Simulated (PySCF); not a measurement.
CsF, SMILES [F][Cs].

The structure is a stationary point at PBE0-D3(BJ)/def2-TZVPD. The def2 effective core potentials stand for the cores of Cs; spin–orbit coupling is left out.

Two levels are set side by side: PBE/def2-TZVPD (PySCF) and r2SCAN/def2-TZVPD (PySCF). Same geometry, gas phase. Differences are taken from unrounded values.

```json
[
 {"quantity": "orbital gap (eV)", "r2SCAN": "4.44", "PBE": "3.59", "PBE minus r2SCAN": "-0.85"},
 {"quantity": "highest occupied level (eV)", "r2SCAN": "-5.06", "PBE": "-4.88", "PBE minus r2SCAN": "0.18"},
 {"quantity": "lowest empty level (eV)", "r2SCAN": "-0.62", "PBE": "-1.29", "PBE minus r2SCAN": "-0.67"},
 {"quantity": "dipole moment (D)", "r2SCAN": "7.94", "PBE": "7.70", "PBE minus r2SCAN": "-0.24"},
 {"quantity": "mean polarisability (bohr³)", "r2SCAN": "30.3", "PBE": "33.4", "PBE minus r2SCAN": "3.1"}
]
```

Rough cost on one machine, each run with all the roots and properties that it gave: r2SCAN against PBE about 4 times.
